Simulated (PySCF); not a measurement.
Atomic charges against the basis set

C2H5ClOSi.
Atom-mapped SMILES: `[CH2:1]=[C:2]([Cl:3])[O:4][SiH3:5]` (hydrogens: H6, H7 on C1; H8, H9, H10 on Si5)

Structure used (PBE0-D3(BJ)/def2-SVP), in Å, numbered top down from 1:
```
atom  x, y, z in Å
C1    -2.4435    0.5030    0.8511
C2    -1.5423    0.1744   -0.0740
Cl3   -1.9656    0.1522   -1.7770
O4    -0.2815   -0.1563    0.1860
Si5    0.9684   -0.5639   -0.8822
H6    -3.4615    0.7631    0.5696
H7    -2.1437    0.5071    1.8995
H8     2.1176   -0.8150    0.0247
H9     1.2663    0.5678   -1.8026
H10    0.6292   -1.7934   -1.6499
```

PBE0 throughout (PySCF), one geometry, spherical d and f functions. The structure is a single PBE0-D3(BJ)/def2-SVP conformer in the gas phase; no vibrational or solvent corrections. The first 7 of 8 kinds of atom are listed.

Mulliken charges (e):

```
        basis  functions      C1      C2     Cl3      O4     Si5      H6      H7
       STO-3G         38  -0.211  +0.117  -0.153  -0.322  +0.682  +0.094  +0.092
        6-31G         63  -0.346  +0.076  +0.105  -0.724  +0.821  +0.179  +0.190
     pcSseg-0         63  -0.379  +0.107  +0.037  -0.796  +0.753  +0.230  +0.244
       6-31G*         88  -0.442  +0.232  -0.014  -0.565  +0.583  +0.197  +0.198
      cc-pVDZ        103  -0.019  +0.044  -0.081  -0.366  +0.426  +0.059  +0.057
     def2-SVP        103  -0.083  +0.152  -0.116  -0.416  +0.547  +0.059  +0.065
  aug-cc-pVDZ        168  +0.625  +0.455  -0.189  -0.794  -0.176  -0.305  -0.383
6-311+G(2d,p)        181  -0.793  +0.592  -0.005  -0.548  +0.611  +0.146  +0.138
    def2-TZVP        197  -0.353  +0.228  -0.106  -0.304  +0.270  +0.154  +0.143
      cc-pVTZ        228  -0.324  +0.209  -0.112  -0.260  +0.259  +0.139  +0.134
     IGLO-III        243  -0.342  +0.158  -0.011  -0.464  +0.909  +0.117  +0.101
```

IAO charges (e):

```
        basis  functions      C1      C2     Cl3      O4     Si5      H6      H7
       STO-3G         38  -0.344  +0.067  -0.067  -0.382  +0.773  +0.146  +0.146
        6-31G         63  -0.384  +0.167  -0.059  -0.510  +0.672  +0.172  +0.178
     pcSseg-0         63  -0.379  +0.161  -0.057  -0.504  +0.669  +0.167  +0.173
       6-31G*         88  -0.388  +0.198  -0.052  -0.549  +0.811  +0.168  +0.169
      cc-pVDZ        103  -0.400  +0.204  -0.052  -0.544  +0.801  +0.169  +0.170
     def2-SVP        103  -0.391  +0.199  -0.044  -0.543  +0.819  +0.163  +0.166
  aug-cc-pVDZ        168  -0.412  +0.208  -0.051  -0.554  +0.805  +0.174  +0.174
6-311+G(2d,p)        181  -0.410  +0.203  -0.046  -0.563  +0.837  +0.174  +0.174
    def2-TZVP        197  -0.411  +0.206  -0.044  -0.565  +0.849  +0.173  +0.173
      cc-pVTZ        228  -0.412  +0.209  -0.048  -0.561  +0.834  +0.173  +0.173
     IGLO-III        243  -0.414  +0.204  -0.040  -0.565  +0.846  +0.174  +0.174
```

Task: Which scheme is steadiest as the basis changes?

Result: Largest range over the bases for any column: IAO 0.18 e, Mulliken 1.42 e. IAO charges move least and Mulliken charges most, counted in e. Without the minimal STO-3G basis the ranges are IAO 0.18, Mulliken 1.42 e.

Task: How much do the charges still move between the two largest bases, cc-pVTZ and IGLO-III?

Result: At most, over all atoms: Mulliken 0.650 e, IAO 0.012 e.

Task: What do the same runs give for the total energy, the frontier levels and the dipole moment?

Result: 
```csv
basis,energy (Eh),HOMO (eV),LUMO (eV),μ (D)
STO-3G,-893.3532,-4.20,3.87,2.12
6-31G,-903.5303,-6.71,0.18,1.17
pcSseg-0,-902.4416,-6.96,0.27,1.05
6-31G*,-903.6375,-6.73,0.24,0.86
cc-pVDZ,-903.6899,-6.80,0.29,0.87
def2-SVP,-903.3327,-6.85,0.41,0.75
aug-cc-pVDZ,-903.7048,-6.94,-0.30,0.83
"6-311+G(2d,p)",-903.7525,-6.96,-0.29,0.79
def2-TZVP,-903.7716,-6.95,-0.05,0.73
cc-pVTZ,-903.7733,-6.93,0.05,0.76
IGLO-III,-903.7689,-6.92,0.07,0.71
```

The dipole is fixed by the density alone, so its range of 1.41 D shows that the density itself changes with the basis, not only its division among atoms.
